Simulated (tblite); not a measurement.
A geometry optimisation, step by step.

Compound: C7H11O (doublet state).
Numbering: `[CH2:1][CH2:2][C@@:3]12[CH2:4][CH2:5][CH2:6][C@@H:7]1[O:8]2` (hydrogens: H9, H10 on C1; H11, H12 on C2; H13, H14 on C4; H15, H16 on C5; H17, H18 on C6; H19 on C7)

Computed with GFN2-xTB (tblite), gas phase: L-BFGS steps from a force-field or distance-geometry start until the largest atomic force falls under 0.01 eV/Å. 6 of its 46 geometries are shown.

Step 0: E = -668.4639 eV, largest atomic force 1.797 eV/Å
```
atom  x, y, z in Å  |  force x, y, z in eV/Å
C1      2.548   -0.079   -0.468   -0.354   0.011   0.088
C2      1.726    0.429    0.674    1.540  -0.052  -0.330
C3      0.265    0.261    0.531   -1.232  -0.900   0.664
C4     -0.509    1.061   -0.504   -0.283   0.058   0.192
C5     -1.892    0.380   -0.546   -0.176   0.361   0.113
C6     -1.648   -1.081   -0.153   -0.392  -0.005  -0.077
C7     -0.447   -1.027    0.746    0.557   1.188   0.256
O8     -0.448    0.000    1.755    0.152  -0.741  -1.630
H9      3.505    0.372   -0.686   -0.290  -0.168   0.049
H10     2.245   -0.977   -0.992    0.126   0.327   0.147
H11     2.072   -0.097    1.585   -0.249   0.067  -0.010
H12     1.952    1.484    0.835    0.054   0.161   0.044
H13    -0.596    2.112   -0.213    0.068  -0.091  -0.138
H14    -0.017    0.982   -1.477    0.113   0.034   0.174
H15    -2.558    0.862    0.184    0.224  -0.187  -0.096
H16    -2.366    0.475   -1.523    0.072  -0.044   0.008
H17    -2.513   -1.511    0.351   -0.030  -0.038  -0.062
H18    -1.411   -1.688   -1.036    0.012   0.047   0.184
H19     0.082   -1.949    0.928    0.089  -0.028   0.424
```

Step 9: E = -668.5848 eV, largest atomic force 0.066 eV/Å
```
atom  x, y, z in Å  |  force x, y, z in eV/Å
C1      2.533   -0.065   -0.477   -0.004  -0.015   0.008
C2      1.756    0.439    0.670    0.039  -0.001  -0.005
C3      0.260    0.247    0.529    0.058   0.009   0.011
C4     -0.514    1.062   -0.495    0.019  -0.027   0.011
C5     -1.895    0.386   -0.542    0.025  -0.012  -0.023
C6     -1.658   -1.087   -0.164    0.012   0.028  -0.007
C7     -0.431   -1.032    0.721   -0.019   0.003   0.002
O8     -0.465   -0.028    1.702   -0.041   0.012   0.010
H9      3.493    0.359   -0.702   -0.060  -0.007  -0.010
H10     2.237   -0.962   -0.986   -0.037   0.031   0.009
H11     2.049   -0.086    1.596    0.008   0.004  -0.005
H12     1.976    1.498    0.839   -0.029   0.007   0.001
H13    -0.585    2.114   -0.218    0.009  -0.035  -0.003
H14     0.005    0.984   -1.453   -0.012   0.006   0.012
H15    -2.551    0.851    0.196    0.051  -0.042  -0.005
H16    -2.359    0.481   -1.522   -0.010   0.011   0.002
H17    -2.520   -1.516    0.348    0.035  -0.008  -0.021
H18    -1.428   -1.693   -1.043   -0.021   0.016   0.021
H19     0.086   -1.945    0.994   -0.023   0.019  -0.007
```

Step 18: E = -668.5889 eV, largest atomic force 0.040 eV/Å
```
atom  x, y, z in Å  |  force x, y, z in eV/Å
C1      2.519   -0.068   -0.472   -0.009   0.003  -0.007
C2      1.758    0.442    0.682   -0.003  -0.002  -0.014
C3      0.263    0.246    0.535    0.008  -0.017   0.017
C4     -0.502    1.056   -0.499    0.016  -0.012   0.024
C5     -1.883    0.383   -0.548    0.015  -0.001   0.008
C6     -1.651   -1.090   -0.174    0.015   0.011   0.006
C7     -0.432   -1.031    0.723    0.000  -0.005   0.014
O8     -0.478   -0.021    1.699   -0.011  -0.010   0.018
H9      3.467    0.362   -0.727   -0.016  -0.003  -0.013
H10     2.194   -0.951   -0.987   -0.010   0.010   0.000
H11     2.061   -0.079    1.607   -0.028   0.021  -0.014
H12     1.969    1.504    0.842    0.010  -0.018   0.007
H13    -0.574    2.106   -0.215    0.006  -0.001  -0.034
H14     0.021    0.981   -1.455   -0.008  -0.001   0.020
H15    -2.525    0.838    0.207   -0.011   0.018  -0.028
H16    -2.357    0.492   -1.522   -0.006  -0.003   0.019
H17    -2.511   -1.519    0.340    0.005   0.001  -0.040
H18    -1.423   -1.698   -1.051    0.015   0.011   0.019
H19     0.074   -1.944    1.009    0.012  -0.004  -0.001
```

Step 27: E = -668.5915 eV, largest atomic force 0.033 eV/Å
```
atom  x, y, z in Å  |  force x, y, z in eV/Å
C1      2.498   -0.070   -0.474   -0.002   0.002   0.005
C2      1.756    0.444    0.691   -0.010  -0.010  -0.011
C3      0.261    0.246    0.551    0.001  -0.010  -0.006
C4     -0.493    1.052   -0.495    0.008   0.000   0.011
C5     -1.875    0.384   -0.547    0.003   0.001   0.007
C6     -1.641   -1.089   -0.176    0.003   0.001  -0.003
C7     -0.433   -1.032    0.736   -0.008   0.008  -0.004
O8     -0.483   -0.024    1.713   -0.016   0.016  -0.013
H9      3.435    0.365   -0.759   -0.011   0.000   0.001
H10     2.151   -0.941   -0.996    0.002   0.009   0.013
H11     2.061   -0.073    1.617    0.013   0.008  -0.026
H12     1.969    1.507    0.845    0.010  -0.030   0.008
H13    -0.559    2.106   -0.230   -0.008   0.004  -0.001
H14     0.037    0.962   -1.445    0.000  -0.013   0.011
H15    -2.515    0.842    0.206   -0.016  -0.008   0.000
H16    -2.350    0.494   -1.520    0.012  -0.002   0.002
H17    -2.512   -1.527    0.310    0.016  -0.005   0.008
H18    -1.391   -1.690   -1.053    0.007   0.011  -0.005
H19     0.074   -1.946    1.020   -0.003   0.017   0.001
```

Step 36: E = -668.5922 eV, largest atomic force 0.018 eV/Å
```
atom  x, y, z in Å  |  force x, y, z in eV/Å
C1      2.490   -0.070   -0.478   -0.007   0.007   0.009
C2      1.756    0.442    0.692   -0.013   0.000   0.003
C3      0.260    0.249    0.558   -0.004  -0.009  -0.006
C4     -0.492    1.052   -0.492    0.006   0.002   0.003
C5     -1.874    0.385   -0.546    0.006   0.003  -0.004
C6     -1.637   -1.089   -0.178    0.000   0.000   0.000
C7     -0.435   -1.029    0.740    0.000   0.005   0.000
O8     -0.490   -0.019    1.716    0.017   0.006  -0.002
H9      3.423    0.368   -0.769   -0.006  -0.006  -0.008
H10     2.139   -0.941   -0.996    0.008   0.006   0.005
H11     2.067   -0.079    1.613   -0.003  -0.005  -0.008
H12     1.975    1.503    0.850    0.006  -0.009   0.004
H13    -0.557    2.108   -0.234   -0.005   0.001   0.002
H14     0.041    0.953   -1.440   -0.004   0.006   0.000
H15    -2.521    0.840    0.204    0.006  -0.003  -0.001
H16    -2.344    0.495   -1.522   -0.005  -0.004  -0.003
H17    -2.506   -1.534    0.304   -0.002  -0.002  -0.004
H18    -1.379   -1.682   -1.057    0.003  -0.004   0.004
H19     0.073   -1.941    1.028   -0.003   0.005   0.006
```

Step 45: E = -668.5926 eV, largest atomic force 0.009 eV/Å
```
atom  x, y, z in Å  |  force x, y, z in eV/Å
C1      2.483   -0.067   -0.484    0.000  -0.003   0.008
C2      1.756    0.439    0.693   -0.003  -0.001   0.004
C3      0.260    0.253    0.559   -0.001  -0.004   0.003
C4     -0.492    1.054   -0.492    0.007  -0.002   0.003
C5     -1.872    0.383   -0.549    0.002   0.002   0.000
C6     -1.633   -1.089   -0.178    0.000  -0.002   0.000
C7     -0.436   -1.023    0.746    0.001   0.001   0.000
O8     -0.491   -0.009    1.717   -0.003   0.003  -0.002
H9      3.413    0.372   -0.783   -0.006   0.003  -0.005
H10     2.135   -0.945   -0.992    0.007   0.002  -0.005
H11     2.065   -0.097    1.607   -0.002  -0.004  -0.001
H12     1.983    1.496    0.864    0.000  -0.001  -0.005
H13    -0.562    2.110   -0.233    0.001  -0.002  -0.001
H14     0.041    0.958   -1.440    0.003   0.004   0.001
H15    -2.520    0.837    0.201   -0.005   0.002  -0.002
H16    -2.342    0.491   -1.525   -0.003  -0.002  -0.002
H17    -2.504   -1.538    0.296   -0.001   0.003   0.006
H18    -1.364   -1.682   -1.054   -0.001  -0.001  -0.002
H19     0.070   -1.935    1.041    0.004   0.001   0.000
```

**Question.** Summarise the path.

**Answer.** The energy falls by 12.42 kJ/mol from step 0 to step 45; nine tenths of that is first reached at step 6. It falls at every step. The largest force goes from 1.797 to 0.009 eV/Å. Among the bonds C2–C3 changes most (a near tie, within 0.001 Å, with another), from 1.478 to 1.514 Å; the atoms move by 0.063 Å rms after alignment.

**Question.** Follow the three bonds and two angles with the largest change from start to end.

**Answer.** 
| step | E above end (kJ/mol) | largest force (eV/Å) | C2–C3 (Å) | C3–O8 (Å) | C7–O8 (Å) | C1–C2–H11 (°) | O8–C7–H19 (°) |
| --- | --- | --- | --- | --- | --- | --- | --- |
| 0 | 12.42 | 1.797 | 1.478 | 1.440 | 1.440 | 107.2 | 119.5 |
| 2 | 3.47 | 0.353 | 1.516 | 1.406 | 1.404 | 109.1 | 119.5 |
| 4 | 1.67 | 0.214 | 1.514 | 1.409 | 1.402 | 110.0 | 117.5 |
| 6 | 1.15 | 0.149 | 1.515 | 1.407 | 1.403 | 110.2 | 116.4 |
| 8 | 0.85 | 0.100 | 1.515 | 1.405 | 1.404 | 110.4 | 116.1 |
| 10 | 0.70 | 0.055 | 1.516 | 1.407 | 1.404 | 110.6 | 116.0 |
| 12 | 0.60 | 0.060 | 1.515 | 1.407 | 1.405 | 110.7 | 116.0 |
| 14 | 0.52 | 0.068 | 1.515 | 1.406 | 1.405 | 110.6 | 115.9 |
| 16 | 0.43 | 0.055 | 1.515 | 1.405 | 1.405 | 110.5 | 115.9 |
| 18 | 0.36 | 0.040 | 1.515 | 1.406 | 1.405 | 110.6 | 115.9 |
| 20 | 0.29 | 0.051 | 1.515 | 1.406 | 1.405 | 110.8 | 116.0 |
| 22 | 0.22 | 0.042 | 1.514 | 1.406 | 1.405 | 110.9 | 116.1 |
| 23 | 0.20 | 0.039 | 1.513 | 1.406 | 1.405 | 111.0 | 116.1 |
| 25 | 0.14 | 0.045 | 1.514 | 1.405 | 1.405 | 111.1 | 116.1 |
| 27 | 0.10 | 0.033 | 1.514 | 1.405 | 1.405 | 111.2 | 116.1 |
| 29 | 0.08 | 0.026 | 1.514 | 1.405 | 1.405 | 111.2 | 116.1 |
| 31 | 0.06 | 0.020 | 1.513 | 1.405 | 1.405 | 111.1 | 116.1 |
| 33 | 0.05 | 0.017 | 1.514 | 1.405 | 1.405 | 111.0 | 116.1 |
| 35 | 0.04 | 0.017 | 1.514 | 1.405 | 1.405 | 111.0 | 116.1 |
| 37 | 0.03 | 0.019 | 1.514 | 1.405 | 1.405 | 111.0 | 116.0 |
| 39 | 0.03 | 0.015 | 1.514 | 1.405 | 1.405 | 110.9 | 116.0 |
| 41 | 0.02 | 0.020 | 1.514 | 1.405 | 1.405 | 110.9 | 115.9 |
| 43 | 0.01 | 0.020 | 1.514 | 1.405 | 1.405 | 110.9 | 115.9 |
| 45 | 0.00 | 0.009 | 1.514 | 1.405 | 1.405 | 111.0 | 115.9 |

The cost below is that of the whole relaxation. The run took 0.23 s of wall time on Arm Neoverse V2, one thread, shared host with 96 logical CPUs at a one-minute load of 78.
